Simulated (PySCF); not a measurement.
Species: CH₇O₂Si₃ (doublet state).
Atom-mapped SMILES: `[O:1]=[CH:2][Si@@H:3]([SiH3:4])[O:5][SiH2:6]` (hydrogens: H7 on C2; H8 on Si3; H9, H10, H11 on Si4; H12, H13 on Si6)

Geometry (GFN2-xTB, Å), atoms numbered from 1 in this order:
```xyz
13
CH7O2Si3 angstrom
O     -0.5547    2.2596   -1.2393
C      0.0596    1.9300   -0.2459
Si    -0.3060    0.3522    0.7716
Si    -2.0018   -0.8982   -0.1518
O      1.0975   -0.5056    0.6678
Si     2.4809   -1.0696    0.0672
H      0.9534    2.5269    0.0487
H     -0.2931    0.7546    2.1852
H     -3.0467   -1.1711    0.8438
H     -1.5419   -2.2110   -0.6300
H     -2.6455   -0.2360   -1.2862
H      3.5270   -0.0703    0.1939
H      2.2670   -1.6611   -1.2426
```

The hyperfine couplings belong to this conformer and change with its torsions.

Method: UKS B3LYP, pcH-1 on C H O Si, non-relativistic, mean-field spin-orbit, GIAO in PySCF. One conformer (not necessarily the lowest) at the GFN2-xTB geometry, without solvent, vibrations or thermal averaging. GFN2-xTB frequencies show an imaginary mode (33i cm⁻¹), so this geometry is no minimum at that level. Couplings are sensitive to structure, and on GFN2-xTB geometries they can be far from those on DFT ones, by a factor of two or more for some ions and for spin on atoms past the first row. The SCF solution wasn't tested for stability.

Principal values of hyperfine tensors in MHz (contact, dipolar and spin–orbit terms together), for some of the nuclei:

```json
{"atom": "Si6", "isotope": "29Si", "A1": "-708.10", "A2": "-465.53", "A3": "-465.25"}
{"atom": "H12", "isotope": "1H", "A1": "64.57", "A2": "74.96", "A3": "82.52"}
{"atom": "H13", "isotope": "1H", "A1": "63.60", "A2": "73.94", "A3": "81.52"}
{"atom": "Si3", "isotope": "29Si", "A1": "-14.37", "A2": "-7.83", "A3": "-7.41"}
{"atom": "C2", "isotope": "13C", "A1": "2.25", "A2": "2.82", "A3": "4.36"}
{"atom": "H7", "isotope": "1H", "A1": "1.13", "A2": "1.49", "A3": "3.88"}
{"atom": "Si4", "isotope": "29Si", "A1": "0.46", "A2": "0.82", "A3": "0.92"}
{"atom": "O1", "isotope": "17O", "A1": "-2.98", "A2": "0.00", "A3": "1.31"}
```

(1) Give the isotropic coupling of each nucleus in MHz and in mT (g = 2.0024), and the anisotropic part.

(2) What spin density at the nucleus of Si3 lies behind its contact coupling (g_N = -1.11058)?

(3) O5 (17O, g_N = -0.75752) isn't in the table. Its spin density at the nucleus is 0.07787 bohr⁻³. What is its contact coupling?

(4) Name the largest traceless tensor T of the table and describe it.

Results:

(1) a_iso is a third of the trace, T = A − a_iso, and a(mT) = a(MHz)/(g × 13.996). The tensors hold a spin–orbit part: the run splits a_iso into a_FC + a_SO, and T includes its anisotropic share.

```json
{"atom": "Si6", "a_iso (MHz)": "-546.29", "a_FC": "-547.39", "a_SO": "1.10", "a_iso (mT)": "-19.492", "T1": "-161.81", "T2": "80.77", "T3": "81.04"}
{"atom": "H12", "a_iso (MHz)": "74.02", "a_FC": "74.01", "a_SO": "0.01", "a_iso (mT)": "2.641", "T1": "-9.44", "T2": "0.94", "T3": "8.50"}
{"atom": "H13", "a_iso (MHz)": "73.02", "a_FC": "73.01", "a_SO": "0.01", "a_iso (mT)": "2.605", "T1": "-9.42", "T2": "0.92", "T3": "8.50"}
{"atom": "Si3", "a_iso (MHz)": "-9.87", "a_FC": "-9.90", "a_SO": "0.03", "a_iso (mT)": "-0.352", "T1": "-4.50", "T2": "2.04", "T3": "2.46"}
{"atom": "C2", "a_iso (MHz)": "3.14", "a_FC": "3.15", "a_SO": "-0.01", "a_iso (mT)": "0.112", "T1": "-0.89", "T2": "-0.32", "T3": "1.21"}
{"atom": "H7", "a_iso (MHz)": "2.17", "a_FC": "2.17", "a_SO": "0.00", "a_iso (mT)": "0.077", "T1": "-1.04", "T2": "-0.67", "T3": "1.71"}
{"atom": "Si4", "a_iso (MHz)": "0.73", "a_FC": "0.73", "a_SO": "0.00", "a_iso (mT)": "0.026", "T1": "-0.27", "T2": "0.09", "T3": "0.19"}
{"atom": "O1", "a_iso (MHz)": "-0.55", "a_FC": "-0.57", "a_SO": "0.02", "a_iso (mT)": "-0.020", "T1": "-2.42", "T2": "0.56", "T3": "1.87"}
```

(2) a_FC = 800.24 MHz bohr³ × g_N × ρ(0)/(2S). With a_FC = -9.90 MHz and 2S = 1, ρ(0) = 0.01114 bohr⁻³. The nuclear moment is negative, so coupling and spin density have opposite signs.

(3) By the same relation, a_FC = -47.2 MHz. The spin–orbit term adds -0.06 MHz. Its full tensor has the principal values -70.38, -36.20, -35.21 MHz.

(4) Si6: -161.8, 80.8, 81.0 MHz (the dipolar term alone has -160.7, 80.3, 80.4), axial, in the ratio +1:+1:−2, the form that spin in one p orbital centred on that nucleus gives (the nuclear moment is negative).

On one thread of an AMD EPYC 7B13, no GPU, shared host with 96 logical CPUs at a one-minute load of 23, this took 57 s of wall time (with the writing of density and orbital grids) and 0.94 GiB of memory at its peak.
